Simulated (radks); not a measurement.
Task: Spherical quantum dot in the effective-mass picture: electrons in a parabolic well V = omega^2 r^2 / 2 with omega = 0.0717, with a point charge +2 (a donor) at the centre, all in effective atomic units (hartree* = m*/eps^2 hartree, bohr* = eps/m* bohr), one dielectric constant everywhere. Calculated with a radial shooting solver with Libxc functionals: non-relativistic Kohn-Sham, LDA (Slater exchange, Perdew-Wang correlation), spin-polarised, spherical densities. Levels are named by radial order and angular momentum (1s, 1p, 1d, 2s, ...), and open shells are averaged over m. Results are scaled to m* = 0.035 and eps = 12.1, for which hartree* = 6.505 meV and bohr* = 18.29 nm. At N = 33 the configuration is 1s2 1p6 1d10 2s2 1f(up 7, down 6). Does electron 34 go into 1f down or 2p up or 2p down?

Result: Into 1f down. The total energies of the other choices lie higher by 0.0194 meV (2p up), 0.0208 meV (2p down).
